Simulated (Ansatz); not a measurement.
Sn₂₁AsH₂₈⁺, a doped nanocrystal cut from the lattice of tin (As on an inner site), 50 atoms. Hardware: 11 threads of AMD EPYC 7R13 on a shared host and a whole NVIDIA H100 80GB HBM3.

In the def2 sets Sn takes a core potential; there is no spin–orbit coupling. Correlated methods freeze 93 core orbitals; core or outer-core shells of Sn, As are correlated, in sets that lack core-valence functions. Single mean-field runs in def2-SVP, def2-TZVP are fitted with def2-universal-jkfit.

(1) How many basis functions does each of these Ansatz runs have, and roughly what does it cost? r2SCAN-D4/def2-TZVP, charge 1 singlet, energy, from earlier orbitals; BHLYP-D4/def2-TZVP, charge 1 singlet, energy and forces, from earlier orbitals; PBE-D4/def2-SVP, charge 1 singlet, energy, from earlier orbitals; BHLYP-D4/def2-TZVP, charge 0 doublet at the geometry of the charge 1 singlet, energy, from earlier orbitals; PBE0-D4/def2-SVP, charge 1 singlet, energy, from earlier orbitals; PBE0-D4/def2-TZVP, charge 2 doublet at the geometry of the charge 1 singlet, energy; BHLYP-D4/def2-TZVP, charge 2 doublet at the geometry of the charge 1 singlet, energy, from earlier orbitals; r2SCAN-D4/def2-SVP, charge 1 singlet, relaxation, 11 steps; PBE0-D4/def2-TZVP, charge 1 triplet at the geometry of the charge 1 singlet, energy; PBE-D4/def2-TZVP, charge 1 singlet, energy, from earlier orbitals; MP2/def2-SVP, charge 1 singlet, energy, from earlier orbitals; PBE0-D4/def2-TZVP, charge 1 singlet, energy and forces, from earlier orbitals.

Results:

(1) Other jobs shared the machine, so times can vary by a factor of up to 3. A dash marks memory too small to be measured apart from the calling script's.

```tsv
run	functions	fitting or Cholesky vectors	wall time	peak host memory (GiB)
PBE-D4/def2-SVP, charge 1 singlet, energy, from earlier orbitals	718	5348	3.8 s	–
PBE0-D4/def2-SVP, charge 1 singlet, energy, from earlier orbitals	718	5348	5.5 s	–
PBE-D4/def2-TZVP, charge 1 singlet, energy, from earlier orbitals	1266	5348	6.5 s	–
r2SCAN-D4/def2-TZVP, charge 1 singlet, energy, from earlier orbitals	1266	5348	7.5 s	–
MP2/def2-SVP, charge 1 singlet, energy, from earlier orbitals	718	8925	13 s	2.5
PBE0-D4/def2-TZVP, charge 1 singlet, energy and forces, from earlier orbitals	1266	5348	14 s	5.9
BHLYP-D4/def2-TZVP, charge 1 singlet, energy and forces, from earlier orbitals	1266	5348	14 s	5.9
BHLYP-D4/def2-TZVP, charge 0 doublet at the geometry of the charge 1 singlet, energy, from earlier orbitals	1266	5348	26 s	–
r2SCAN-D4/def2-SVP, charge 1 singlet, relaxation, 11 steps	718	5348	43 s	–
PBE0-D4/def2-TZVP, charge 2 doublet at the geometry of the charge 1 singlet, energy	1266	5348	44 s	2.4
BHLYP-D4/def2-TZVP, charge 2 doublet at the geometry of the charge 1 singlet, energy, from earlier orbitals	1266	5348	53 s	2.3
PBE0-D4/def2-TZVP, charge 1 triplet at the geometry of the charge 1 singlet, energy	1266	5348	54 s	2.4
```
